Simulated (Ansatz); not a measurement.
Calculated with Ansatz (gas phase, PBE0-D4/def2-TZVP geometries, no zero-point term in ΔE). CCSD(T)/CBS adds triple-zeta CCSD(T) − MP2 to the extrapolated MP2 energy (def2 sets, frozen cores). This one scheme is used for every species. Functionals use def2-TZVPP. B3LYP here is the variant with VWN-RPA as its local correlation; programs differ in this. HSE06 is defined as in plane-wave codes. Each species was taken in one conformer, which may not be the lowest.

Consider the silylene formation by 1,1-elimination: `N[SiH2][SiH2]C=O` → `N[SiH2]C=O` + `[SiH2]`.

`N[SiH2][SiH2]C=O`:

Z-matrix (Å, degrees):
```
Si
Si 1 2.348
N 1 1.722 2 108.8
H 1 1.488 2 109.8 3 -117.2
H 1 1.495 2 107.5 3 126.6
C 2 1.928 1 108.1 3 -175.4
H 2 1.487 1 111.2 3 -57.1
H 2 1.489 1 110.9 3 65.6
H 3 1.007 1 120.0 2 55.3
H 3 1.008 1 119.5 2 -161.9
O 6 1.204 2 122.5 1 88.1
H 6 1.117 2 118.1 1 -90.0
```

`N[SiH2]C=O`:

Cartesian coordinates in Å:
```
N 0.379 -1.411 -0.099
Si -0.192 0.072 -0.698
C -0.040 1.245 0.818
O 0.303 0.818 1.894
H 0.294 -2.300 -0.558
H 0.536 -1.482 0.894
H -1.616 0.096 -1.148
H 0.614 0.631 -1.819
H -0.276 2.331 0.716
```

`[SiH2]`:

Cartesian coordinates in Å:
```
Si 0.073 0.649 0.283
H -0.531 0.109 -1.010
H 0.458 -0.758 0.727
```

```
             level  ΔE (kJ/mol)  difference from CCSD(T)/CBS
       LDA (SPW92)        262.5                         38.0
            PBE-D4        243.2                         18.7
         revPBE-D4        236.7                         12.2
           BLYP-D4        216.7                         -7.8
         r2SCAN-D4        250.1                         25.6
            B97M-V        225.4                          0.9
           PBE0-D4        245.9                         21.4
          B3LYP-D4        222.9                         -1.6
        r2SCANh-D4        249.4                         24.9
        r2SCAN0-D4        248.6                         24.1
          HSE06-D4        245.9                         21.4
          BHLYP-D4        226.9                          2.4
      CAM-B3LYP-D4        224.8                          0.3
           ωB97M-V        215.5                         -9.0
            B2PLYP        219.1                         -5.4
          PBE-QIDH        242.7                         18.2
              BLYP        202.5                        -22.0
            r2SCAN        248.0                         23.5
              PBE0        239.3                         14.8
           r2SCANh        247.1                         22.6
           r2SCAN0        246.0                         21.5
             HSE06        239.5                         15.0
             BHLYP        215.6                         -8.9
         CAM-B3LYP        217.7                         -6.8
           LC-ωPBE        244.0                         19.5
RPA@PBE/def2-TZVPP        199.5                        -25.0
       HF/def2-SVP        192.7                        -31.8
      MP2/def2-SVP        223.0                         -1.5
     CCSD/def2-SVP        202.3                        -22.2
  CCSD(T)/def2-SVP        207.0                        -17.5
     HF/def2-TZVPP        196.9                        -27.6
    MP2/def2-TZVPP        232.4                          7.9
SCS-MP2/def2-TZVPP        220.0                         -4.5
   CCSD/def2-TZVPP        212.1                        -12.4
CCSD(T)/def2-TZVPP        218.1                         -6.4
     HF/def2-QZVPP        197.3                        -27.2
SCS-MP2/def2-QZVPP        224.1                         -0.4
      HF/CBS(def2)        197.4                        -27.1
     MP2/CBS(def2)        238.9                         14.4
    CCSD/CBS(def2)        218.6                         -5.9
       CCSD(T)/CBS        224.5                            0
```

Largest T1 diagnostic among the species: 0.015.

The D4 term adds +11.7 kJ/mol with B3LYP and +6.6 kJ/mol with PBE0; it sums over pairs of atoms, weighted by their polarisabilities, and B3LYP, whose exchange is more repulsive, gets the larger term. From PBE to PBE0 (25 % exact exchange), in def2-TZVPP and without D4, ΔE moves by +3.4 kJ/mol. At CCSD(T), def2-SVP lies −17.6 kJ/mol from the extrapolated value and def2-TZVPP −6.5 kJ/mol.

CCSD(T)/CBS has its own doubt, a few kJ/mol and more with outer-core shells, so smaller differences from it don't rank the levels.
